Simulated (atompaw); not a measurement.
sulfur: one change to a PAW (atompaw) potential, before and after

* Element: sulfur (S)
* Generator: atompaw 4.2.0.5
* Type: PAW
* Functional: PBEsol
* Relativity: scalar-relativistic
* Frozen core: [Ne]
* Valence charge: 6
* Reference configuration: 3s1 3p5
* Partial waves: 3s (bound): rc 1.55 bohr; 3s channel at 0.15 Ry: rc 1.55 bohr; 3p (bound): rc 1.55 bohr; 3p channel at 0.25 Ry: rc 1.40 bohr; 3d channel at 0.25 Ry: rc 1.55 bohr
* Local potential: troulliermartins scheme with l = 3 at 0 Ry, radius 1.50 bohr
* Core correction: smooth core density matched at 1.50 bohr
* Augmentation charge: besselshape compensation charge, radius 1.50 bohr; PAW radius 1.55 bohr; waves and projectors: custom polynom vanderbiltortho

Change: wave 3s channel at 0.15 Ry: rc 1.55 bohr becomes 3s channel at 0.15 Ry: rc 1.44 bohr.

Cutoffs: the cutoffs (Ry, on a coarse ladder) from which the occupation-weighted sum of valence levels, in a spherical-Bessel basis at the reference potential, stays within 10 and 1 mRy of its value at 400 Ry; they do not see the model core or the augmentation charge, which bear on the density cutoff.

Q: What does the change do?

A: The potential gets neither clearly harder nor softer (18 Ry and 40 Ry → 21 Ry and 30 Ry); the bound ghost in s disappears.

```tsv
quantity	base	changed
cutoff, loose	18 Ry	21 Ry
cutoff, tight	40 Ry	30 Ry
loose cutoff by channel (10 mRy a level)	s 12 Ry, p 10 Ry	s 18 Ry, p 10 Ry
bound ghosts	s	none
s: phases at 1.55 bohr within 0.05 rad from the reference energy up to (Ry; the scan ends near 5)	to the end of the scan	to the end of the scan
p: phases at 1.55 bohr within 0.05 rad from the reference energy up to (Ry; the scan ends near 5)	to the end of the scan	to the end of the scan
d: phases at 1.55 bohr within 0.05 rad from the reference energy up to (Ry; the scan ends near 5)	1.7	1.7
lowest overlap eigenvalue by channel	s 0.11, p 0.79, d 1.00	s 0.75, p 0.79, d 1.00
```

 A true bound ghost makes a file unfit for plane-wave use even where its test errors are small: the radial tests pick states by their node count and pass the ghost by. The cutoffs see the waves, projectors and local potential, not the compensation charge or the core.
